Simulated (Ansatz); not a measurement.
Relaxation of CH6GaN (9 atoms, charge 0, multiplicity 1), to a largest force component of 0.03 eV/Å in at most 50 steps.

Level of theory: Ansatz 0.2.0, RHF/def2-SVP.

```xyz
9
Properties=species:S:1:pos:R:3
Ga 0.098 -0.134 0.180
H 0.451 -0.584 1.626
C 2.033 0.110 -0.010
H 2.442 -0.870 0.250
H 2.541 0.465 -0.910
H 2.289 0.781 0.815
N -1.422 0.042 -0.773
H -2.334 -0.165 -0.418
H -1.462 0.354 -1.723
```

Where does it end, and by what steps?

The forces met the threshold. After 6 steps the energy has fallen by 0.803 eV; H2 moved furthest, 0.80 Å.

```csv
step,energy less start (eV),largest force component (eV/Å),accepted
0,0.0000,1.488,yes
1,-0.3671,0.954,yes
2,-0.5724,0.498,yes
3,-0.7189,0.253,yes
4,-0.7894,0.356,yes
5,-0.8018,0.189,yes
6,-0.8031,0.020,yes
```

```xyz
9
Properties=species:S:1:pos:R:3
Ga 0.147 -0.233 0.490
H -0.274 -0.751 1.916
C 2.022 0.124 -0.055
H 2.629 -0.781 0.032
H 2.088 0.478 -1.086
H 2.478 0.877 0.593
N -1.201 0.039 -0.703
H -2.170 -0.119 -0.507
H -1.080 0.366 -1.642
```

Whether the end is a true minimum wasn't checked by a vibrational analysis.

The run took 15 s on 1 thread of Arm Neoverse V1, on a shared host, peak memory 0.17 GiB.
